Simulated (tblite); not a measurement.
Species: C₃H₆S₂Si.
Numbering: `[CH3:1][S:2][C:3]1=[CH:4][SiH2:5][S:6]1` (hydrogens: H7, H8, H9 on C1; H10 on C4; H11, H12 on Si5)

Cartesian coordinates in Å at the GFN2-xTB level; atoms count from 1:
```xyz
12
C3H6S2Si angstrom
C      2.4482   -0.4347    0.4237
S      1.1085    0.0415    1.5516
C     -0.2452    0.1265    0.4708
C     -1.5258    0.4434    0.7775
Si    -2.2702    0.2949   -0.9167
S     -0.1308   -0.2050   -1.2646
H      3.3460   -0.5111    1.0286
H      2.2101   -1.3910   -0.0321
H      2.5631    0.3295   -0.3390
H     -1.8762    0.6903    1.7634
H     -2.5705    1.4936   -1.6830
H     -3.0561   -0.8786   -1.2622
```

Method: GFN2-xTB as coded in tblite; computed harmonic values from a numerical Hessian at the method's own geometry, unscaled. This tight-binding method is rough: wavenumbers can miss measured ones by several per cent, in bad cases by 10 to 20. Modes of hydrogen on silicon can be 10 to 20 % off. One conformer, not necessarily the lowest.

Harmonic wavenumbers (cm⁻¹): 57.2, 116.1, 137.3, 173.6, 297.7, 365.3, 405.7, 423.5, 454.6, 504.1, 584.1, 624.1, 692.9, 731.4, 742.8, 843.7, 896.6, 947.4, 961.9, 1146.2, 1315.6, 1434.9, 1437.8, 1480.8, 2329.0, 2337.1, 3036.8, 3042.8, 3059.4, 3110.5.

A = 4426, B = 1263, C = 1001 MHz; mass 133.968 u (most abundant isotopes); point group Cs, symmetry number 1.

What is the zero-point energy?

Half the sum of the wavenumbers: 16845 cm⁻¹ = 48.16 kcal/mol.

What is S at 350 K and 1 bar for an ideal gas of classical rigid rotors and harmonic oscillators?

Translation 41.41, rotation 28.92, vibration 25.14: S = 95.5 cal/(mol K).

And Cp and H(350 K) − H(0)?

Cp = 34.61 cal/(mol K), of which vibrations give 26.66 (their classical limit is 30 R = 59.6); H(350 K) − H(0) = 7.55 kcal/mol without the zero-point energy, 4.76 from vibrations.

What must be added to the electronic energy to get the Gibbs energy at 350 K and 1 bar?

ZPE + [H(350 K) − H(0)] − T·S = 48.16 + 7.55 − 33.42 = 22.29 kcal/mol.

Which modes carry the vibrational entropy at 350 K?

57.2 cm⁻¹: 4.87; 116.1 cm⁻¹: 3.48; 137.3 cm⁻¹: 3.15; 173.6 cm⁻¹: 2.70; 297.7 cm⁻¹: 1.71; 365.3 cm⁻¹: 1.36 cal/(mol K); the other 24 give 7.89 together.

Hindered rotation and anharmonicity are outside this model. Other conformers, if any are populated, would add a mixing term that is left out.
